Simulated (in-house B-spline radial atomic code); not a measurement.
The numbers below are computed, except where a source is named.
Two electrons in Ge: a spherical dot of radius 10.8 nm with hard walls

For Ge the NSM archive of the Ioffe Institute lists m_l = 1.6 m0, m_t = 0.08 m0 and ε = 16.2; the model takes one isotropic valley with the conductivity mass 3/(1/m_l + 2/m_t) = 0.117 m0, and so misses anisotropy and the other valleys. All triplets below are those of one valley; with several valleys two electrons can form a triplet in the 1s orbital itself, at an energy set by the valley splitting.

Effective-mass model with parabolic bands, a uniform dielectric constant, no image charges, no central-cell or spin-orbit terms. Two-electron levels come from full CI in B-splines with partial waves to l = 5 (up to 0.001 effective hartree above the limit).

What are the effective units, and what is the potential in them?

Ha* = 27211.386 meV × 0.117/16.2² = 12.13 meV and a* = 0.0529177 nm × 16.2/0.117 = 7.327 nm. The radius is R = 1.47 a*. The one-electron levels are π²/2R² = 2.2837 and 4.4934²/2R² = 4.6718 Ha*.

In these units the lowest s and p orbitals lie at 2.2837 and 4.6718, and their Coulomb and exchange integrals are J_ss = 1.2150, J_sp = 1.1018 and K_sp = 0.2447. (For an empty sphere J_ss = 1.786/R.) Full CI gives 5.7198 for the ground singlet, 7.7993 for the sp triplet, 8.2343 for the sp singlet and 12.4241 for the lowest triplet of two s orbitals.

What does it cost to add the second electron, to first order and exactly?

To first order E = 2ε_s + J_ss = 5.7824, so the charging energy E(2) − 2E(1) is J_ss = 14.74 meV. CI gives 5.7198 − 2 × (2.2837) = 1.1525, or 13.98 meV: relaxation and correlation lower it by 0.7587 meV, 5.1 % of J_ss. The s² configuration of one-electron orbitals holds 99.1 % of the state, and the mean radius is 5.51 nm.

How far above the singlet do the triplets lie?

To first order the sp triplet lies at ε_s + ε_p + J_sp − K_sp = 7.8127, which is 24.63 meV above 2ε_s + J_ss. CI gives 7.7993 − (5.7198) = 2.0795, or 25.23 meV, 87 % of the orbital spacing of 28.97 meV. The ss triplet lies 81.33 meV up, so the lower of the two is the sp one, and its gap equals k_BT at 293 K. The sp singlet-triplet splitting is 5.277 meV, against 2K_sp = 5.936 meV.
